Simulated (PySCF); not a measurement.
Run record for `O=C[C@H]1CC=C[Se]C1`: PBE0/STO-3G, level shift 0.3 Eh, full TDDFT, 6 singlets.

Method: TDDFT PBE0/STO-3G, vertical, gas phase, core orbitals frozen in the response (PySCF 2.14.0, density-fitted response routines). Geometry: GFN2-xTB. The input is one job of a driver script: a line of settings, then coordinates in Å.

Command:
```bash
OMP_NUM_THREADS=1 python probes_run.py task.json out
```

Input:
```
{"job": {"kind": "uv", "xc": "PBE0", "basis": "STO-3G", "nstates": 6, "ntriplets": 5, "tda": false, "scf": {"level_shift": 0.3}}, "charge": 0, "multiplicity": 1}
O     -1.051309     1.998668     0.964918
C     -1.045161     1.404358    -0.072655
C     -0.984164    -0.097246    -0.209808
C      0.159113    -0.475434    -1.159733
C      1.507331    -0.079104    -0.633854
C      1.832964     0.096113     0.642270
Se     0.706255    -0.112615     2.135495
C     -0.862445    -0.767750     1.147685
H     -1.087607     1.934609    -1.043946
H     -1.930836    -0.408429    -0.673079
H     -0.001378     0.009812    -2.126165
H      0.139069    -1.556656    -1.333002
H      2.272122     0.056648    -1.387417
H      2.832969     0.395074     0.923772
H     -0.767135    -1.850056     1.041870
H     -1.727386    -0.539047     1.772239
```

Predict the output.

```
final grid: 134512 points
cycle   1  E = -2678.7859876021  dE = -1.509e+00  |g| = 9.057e-01  |ddm| = 5.376e+00
cycle   2  E = -2678.9072552949  dE = -1.213e-01  |g| = 9.494e-01  |ddm| = 2.250e+00
cycle   3  E = -2679.0926021569  dE = -1.853e-01  |g| = 3.407e-01  |ddm| = 6.930e-01
cycle   4  E = -2679.1221344357  dE = -2.953e-02  |g| = 1.275e-01  |ddm| = 2.943e-01
cycle   5  E = -2679.1266010725  dE = -4.467e-03  |g| = 4.077e-02  |ddm| = 1.125e-01
cycle   6  E = -2679.1271478303  dE = -5.468e-04  |g| = 1.152e-02  |ddm| = 4.296e-02
cycle   7  E = -2679.1272101181  dE = -6.229e-05  |g| = 3.382e-03  |ddm| = 1.661e-02
cycle   8  E = -2679.1272190178  dE = -8.900e-06  |g| = 1.590e-03  |ddm| = 7.453e-03
cycle   9  E = -2679.1272209263  dE = -1.908e-06  |g| = 9.272e-04  |ddm| = 3.581e-03
cycle  10  E = -2679.1272214968  dE = -5.704e-07  |g| = 4.709e-04  |ddm| = 1.904e-03
cycle  11  E = -2679.1272216467  dE = -1.499e-07  |g| = 2.391e-04  |ddm| = 1.002e-03
cycle  12  E = -2679.1272216878  dE = -4.112e-08  |g| = 1.331e-04  |ddm| = 5.354e-04
cycle  13  E = -2679.1272216991  dE = -1.127e-08  |g| = 6.772e-05  |ddm| = 2.737e-04
cycle  14  E = -2679.1272217022  dE = -3.103e-09  |g| = 3.389e-05  |ddm| = 1.435e-04
cycle  15  E = -2679.1272217030  dE = -8.358e-10  |g| = 1.838e-05  |ddm| = 7.410e-05
level shift removed, Fock matrix diagonalised once more
converged SCF energy = -2679.1272217030

Static polarisability (au): isotropic 42.537, principal 27.355 44.621 55.634

Singlet excitations
state   eV       nm        f      main configurations
  1   4.1563    298.3   0.00039   H-1->L 0.60, H->L 0.40
  2   5.1744    239.6   0.00233   H->L 0.60, H-1->L 0.39
  3   6.5415    189.5   0.06753   H->L+1 0.66, H->L+2 0.29
  4   6.7236    184.4   0.03657   H->L+2 0.69, H->L+1 0.25
  5   7.4060    167.4   0.04702   H-1->L+1 0.93
  6   7.9969    155.0   0.00095   H-2->L 0.99

Triplet excitations (Tamm-Dancoff, eV): 3.2561 4.4543 5.0290 5.9609 6.2372
```

H and L stand for HOMO and LUMO; the number after each pair is its weight.

Which computed singlet has the largest oscillator strength, and what do all of them sum to?

State 3 at 6.54 eV (190 nm), f = 0.068; the 6 states sum to 0.155.

Give S1 in cm⁻¹ and kJ/mol.

4.1563 eV × 8065.54 = 33523 cm⁻¹; × 96.485 = 401.0 kJ/mol.

In short: SCF converged in 15 cycles with 61 basis and 937 fitting functions; HOMO -3.48 eV, LUMO 2.61 eV; lowest singlet 4.16 eV; lowest triplet 3.26 eV (Tamm–Dancoff); mean polarisability 42.5 au.

 Relativistic effects, spin–orbit coupling among them, are left out although an element past zinc is present.

Estimate the wall time. Hardware: AMD EPYC 9R45, one thread, no GPU, shared host. And the peak memory of the process?

About 4.5 s, with 0.68 GiB resident at the peak, the Python interpreter and its libraries included.

One conformer stands for the species.
